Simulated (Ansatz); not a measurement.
Reactions of FGeH₆NSi (`F[SiH2][NH][GeH3]`).

Computed with Ansatz on PBE0-D4/def2-TZVP structures; ΔE is electronic, products minus reactants. CCSD(T)/CBS is the MP2 limit (def2-TZVPP, def2-QZVPP) plus CCSD(T) − MP2 in def2-TZVPP, frozen cores. This one scheme is used for every species. For Ge outer-core shells are correlated without core-valence functions, which leaves a few kJ/mol of doubt a bond. Scalar relativity is left out up to krypton. One conformer a species, not always the lowest.

(1) Order these by ΔE at CCSD(T)/CBS, lowest first. (Best estimate.)
A. `F[SiH2][NH][GeH3]` + `OCO` → `OC[O][GeH3]` + `N[SiH2]F`
B. `F[SiH2][NH][GeH3]` + `N[SiH](O)F` → `O[SiH](F)N[SiH2]F` + `[NH2][GeH3]`
C. `F[SiH2][NH][GeH3]` + `C=C` → `C=C[SiH2][NH][GeH3]` + H–F
D. `F[SiH2][NH][GeH3]` + `O[SiH](Cl)Cl` → `Cl[SiH](Cl)[O][GeH3]` + `N[SiH2]F`

Largest T1 diagnostic: 0.012, for `OC[O][GeH3]`.

Answers

(1) D (-33.4 kJ/mol), A (-1.4 kJ/mol), B (+9.5 kJ/mol), C (+148.5 kJ/mol).
